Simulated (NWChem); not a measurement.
All runs are NWChem calculations. System: CCl2F, charge 0, spin multiplicity 2, at a geometry optimised with UPBE/def2-SVP. The structure started from a generated list of species. Its SCF solution wasn't tested for a lower state. Level: UMP2/def2-TZVP, 12 core orbitals frozen.

Job file:

```
start mol
memory heap 200 mb stack 900 mb global 1100 mb
geometry units angstroms nocenter noautoz
  F     -1.616713    -0.063758     0.000000
  C     -0.345616     0.328036     0.000000
  Cl     0.488944    -0.041012    -1.481466
  Cl     0.488944    -0.041012     1.481466
  symmetry group Cs
end
basis spherical
  * library def2-tzvp
end
scf
  uhf
  nopen 1
  maxiter 100
  thresh 1e-7
  semidirect memsize 60000000 filesize 0
  # guess.movecs holds the orbitals of an unrestricted PBE0 run
  vectors input guess.movecs output mol.movecs
end
mp2
  freeze core 12
end
task mp2 energy
```

Output (cleaned and shortened):

```
             Northwest Computational Chemistry Package (NWChem) 7.3.0
             --------------------------------------------------------

                                NWChem Input Module
                                -------------------

 Scaling coordinates for geometry "geometry" by  1.889725989
 (inverse scale =  0.529177249)

 Turning off AUTOSYM since
 SYMMETRY directive was detected!

                             Geometry "geometry" -> ""
                             -------------------------

 Output coordinates in angstroms (scale by  1.889725989 to convert to a.u.)

  No.       Tag          Charge          X              Y              Z
 ---- ---------------- ---------- -------------- -------------- --------------
    1 F                    9.0000    -1.61671300    -0.06375800     0.00000000
    2 C                    6.0000    -0.34561600     0.32803600     0.00000000
    3 Cl                  17.0000     0.48894400    -0.04101200    -1.48146600
    4 Cl                  17.0000     0.48894400    -0.04101200     1.48146600

 Effective nuclear repulsion energy (a.u.)     198.0342465157

            Nuclear Dipole moment (a.u.)
            ----------------------------
        X                 Y               Z
 ---------------- ---------------- ----------------
    -0.0000321253    -0.0000264562     0.0000000000

      Symmetry information
      --------------------

 Group name             Cs
 Group number              2
 Group order               2
 No. of unique centers     3

      Symmetry unique atoms

     1    2    3


 Summary of "ao basis" -> "" (spherical)
 ------------------------------------------------------------------------------
       Tag                 Description            Shells   Functions and Types
 ---------------- ------------------------------  ------  ---------------------
 *                         def2-tzvp                  on all atoms

 Summary of "ao basis" -> "ao basis" (spherical)
 ------------------------------------------------------------------------------
       Tag                 Description            Shells   Functions and Types
 ---------------- ------------------------------  ------  ---------------------
 F                         def2-tzvp                11       31   5s3p2d1f
 C                         def2-tzvp                11       31   5s3p2d1f
 Cl                        def2-tzvp                13       37   5s5p2d1f

                                 NWChem SCF Module
                                 -----------------

  ao basis        = "ao basis"
  functions       =   136
  atoms           =     4
  alpha electrons =    25
  beta  electrons =    24
  charge          =   0.00
  wavefunction    = UHF
  use symmetry    = T
  symmetry adapt  = T

 Summary of "ao basis" -> "ao basis" (spherical)
 ------------------------------------------------------------------------------
       Tag                 Description            Shells   Functions and Types
 ---------------- ------------------------------  ------  ---------------------
 F                         def2-tzvp                11       31   5s3p2d1f
 C                         def2-tzvp                11       31   5s3p2d1f
 Cl                        def2-tzvp                13       37   5s5p2d1f

      Symmetry analysis of basis
      --------------------------

        a'         79
        a"         57

 Forming initial guess at       0.1s

   Symmetry analysis of molecular orbitals - initial alpha
   -------------------------------------------------------
[...]
   Mulliken analysis of the beta density
   -------------------------------------

    Atom       Charge   Shell Charges
 -----------   ------   -------------------------------------------------------
    1 F    9     4.59   0.39  0.60  0.30  0.51  0.17  1.10  1.12  0.40  0.00  0.01  0.00
    2 C    6     2.40   0.43  0.56  0.21  0.30 -0.01  0.35  0.41  0.03  0.02  0.10  0.01
    3 Cl  17     8.50   1.01  0.22  0.76  0.55  0.42  2.09  0.85  0.53  1.39  0.67  0.01  0.02  0.00
    4 Cl  17     8.50   1.01  0.22  0.76  0.55  0.42  2.09  0.85  0.53  1.39  0.67  0.01  0.02  0.00

   Mulliken analysis of the spin density
   -------------------------------------

    Atom       Charge   Shell Charges
 -----------   ------   -------------------------------------------------------
    1 F    9     0.02   0.00 -0.00  0.00  0.00 -0.00  0.04  0.01 -0.03  0.00  0.00  0.00
    2 C    6     0.92   0.00 -0.01  0.09  0.08  0.03  0.35  0.34  0.03 -0.00 -0.00 -0.00
    3 Cl  17     0.03   0.00  0.00 -0.00  0.00 -0.00  0.00 -0.00  0.01  0.02 -0.01  0.00  0.01  0.00
    4 Cl  17     0.03   0.00  0.00 -0.00  0.00 -0.00  0.00 -0.00  0.01  0.02 -0.01  0.00  0.01  0.00

       Multipole analysis of the density wrt the origin
       ------------------------------------------------

     L   x y z        total         alpha         beta         nuclear
     -   - - -        -----         -----         ----         -------
     0   0 0 0     -0.000000    -25.000000    -24.000000     49.000000

     1   1 0 0      0.187267      0.362513     -0.175213     -0.000032
     1   0 1 0      0.077325     -0.482392      0.559744     -0.000026
     1   0 0 1      0.000000      0.000000     -0.000000      0.000000

     2   2 0 0    -27.251939    -72.175018    -70.667999    115.591077
     2   1 1 0     -0.364376      1.063985      0.122656     -1.551016
     2   1 0 1     -0.000000     -0.000000      0.000000      0.000000
     2   0 2 0    -26.254070    -15.812448    -13.082134      2.640512
     2   0 1 1      0.000000      0.000000      0.000000      0.000000
     2   0 0 2    -25.491398   -146.964087   -145.004455    266.477145

                   NWChem MP2 Semi-direct Energy/Gradient Module
                   ---------------------------------------------

  Basis functions       =    136
  Molecular orbitals    =    136
  Frozen core           =     12
  Frozen virtuals       =      0
  Active alpha occupied =     13
  Active beta occupied  =     12
  Active alpha virtual  =    111
  Active beta virtual   =    112
  Use MO symmetry       = T
  Use skeleton AO sym   = T

  AO/Fock/Back tols     =   1.0D-09  1.0D-09  1.0D-09

 GA uses MA = F    GA memory limited = T

 Available:
  local mem=  1.26D+08
 global mem=  1.44D+08
 local disk=  0.00D+00
  mp2_memr nvloc                   111
  nvloc new                   111
   1 passes of  13:        5242880                     109852                  43544769.
   1 passes of  13: M    126148998           G      144142208           F     120906118.

 Semi-direct pass number   1 of   1  for UHF alpha       at        9.3s
  vrange nnbf                  8869
  mp2_eaftype                   166  avail_ma_in_mb                  1099
 EAF : mp2_eaftype filesize         166   21772384.
  mp2_eaf for mointskh                    166
Node 0 wrote    102.4 Mb in      0.1 s     Agg I/O rate:  1218.0 Mb/s
 Done moints_semi at       18.9s
  mp2_eaftype                   166  avail_ma_in_mb                   933
 EAF : mp2_eaftype filesize         166   21772384.
  mp2_eaf for kh                   166
 Done maket at       19.5s
 Done multipass loop at       19.5s

 GA uses MA = F    GA memory limited = T

 Available:
  local mem=  1.26D+08
 global mem=  1.44D+08
 local disk=  0.00D+00
  mp2_memr nvloc                   112
  nvloc new                   112
   1 passes of  12:        5242880                     104904                  40559464.
   1 passes of  12: M    126148998           G      144142208           F     120906118.

 Semi-direct pass number   1 of   1  for UHF beta        at       19.5s
  vrange nnbf                  8869
  mp2_eaftype                   154  avail_ma_in_mb                  1099
 EAF : mp2_eaftype filesize         154   20279732.
  mp2_eaf for mointskh                    154
Node 0 wrote     95.4 Mb in      0.1 s     Agg I/O rate:  1618.2 Mb/s
 Done moints_semi at       28.2s
  mp2_eaftype                   154  avail_ma_in_mb                   945
 EAF : mp2_eaftype filesize         154   20279732.
  mp2_eaf for kh                   154
 Done maket at       28.6s
 Done multipass loop at       28.6s

          -------------------------------------------
          SCF energy               -1056.325504101859
          Correlation energy          -0.751994940364
          Singlet pairs                0.000000000000
          Triplet pairs                0.000000000000
          Total MP2 energy         -1057.077499042222
          -------------------------------------------

          ---------------------------------------------------
                    Spin Component Scaled (SCS) MP2
          Same spin pairs                     -0.198013753759
          Same spin scaling factor             0.333333333333
          Opposite spin pairs                 -0.553981186605
          Opposite spin scaling fact.          1.200000000000
          SCS-MP2 correlation energy          -0.730782008512
          Total SCS-MP2 energy             -1057.056286110371
          ---------------------------------------------------

 -----------------------
 Performance information
 -----------------------

 Timer overhead =  1.66D-07 seconds/call

               Nr. of calls         CPU time (s)                 Wall time (s)                GFlops
             ---------------    -------------------     ------------------------------   -------------------
Name         Min   Avg   Max    Min     Avg     Max     Min     Avg     Max   Mx/calls   Min     Max     Sum
mp2: moin     2     2     2    18.     18.     18.      18.     18.     18.     9.2      0.0     0.0     0.0
mp2: make     2     2     2   0.90    0.90    0.90     0.90    0.90    0.90    0.45      0.0     0.0     0.0
mp2: tota     1     1     1    19.     19.     19.      19.     19.     19.     19.      0.0     0.0     0.0

 The average no. of pstat calls per process was 5.00D+00
 with a timing overhead of 8.32D-07s

 Task  times  cpu:       28.6s     wall:       28.6s

 Total times  cpu:       28.6s     wall:       28.6s
```
